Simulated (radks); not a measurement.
Q: Species: Kr I. Configuration: [Kr]. Calculated with a radial shooting solver on a logarithmic mesh with Libxc functionals: non-relativistic Kohn-Sham, PW91, spin-unpolarised, spherical densities, point nucleus. Some entries of the table are withheld. Estimate them.

orbital,occ.,eigenvalue (eV),<r> (bohr)
1s,2,-13901.70,(1)
2s,2,-1806.508,0.1878
2p,6,-1634.456,0.1619
3s,2,-254.3452,0.5416
3p,6,-193.1842,0.5454
3d,10,-83.4644,(2)
4s,2,-22.2368,1.602
4p,6,-9.3350,(3)

A: 
(1) 1s <r> (bohr): 0.04245
(2) 3d <r> (bohr): 0.5538
(3) 4p <r> (bohr): 1.951
